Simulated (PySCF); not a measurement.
K(OtBu) (C4H9KO), SMILES CC(C)([O][K])C. Heavy atoms are numbered as in [K:1][O:2][C:3]([CH3:4])([CH3:5])[CH3:6]. Hydrogens are named by the atom that carries them.

Geometry: B3LYP-D3(BJ)/def2-SVP. The isomer is the one that the SMILES or the coordinates give; other isomers of the formula were not compared.

Computed with PBE0/pcSseg-1 run with PySCF.

GIAO shieldings, no solvent; atoms alike by connectivity are averaged. δ = σ(ref) − σ: ¹⁷O against H2O (σ = 334.2 ppm); ¹³C against TMS (σ = 186.3 ppm); ¹H against TMS (σ = 31.56 ppm), references at their B3LYP-D3(BJ)/def2-TZVP geometries, non-relativistic.

### Question
Estimate the chemical shifts. (The exact figures need the calculation; the answer reports its results.)

### Answer

```json
[
 {"nucleus": "¹⁷O", "atoms": "O2", "count": "1", "δ (ppm)": "141.9"},
 {"nucleus": "¹³C", "atoms": "C3", "count": "1", "δ (ppm)": "70.5"},
 {"nucleus": "¹³C", "atoms": "C4 (CH3)", "count": "3", "δ (ppm)": "40.7"},
 {"nucleus": "¹H", "atoms": "H on C4", "count": "9", "δ (ppm)": "1.35"}
]
```
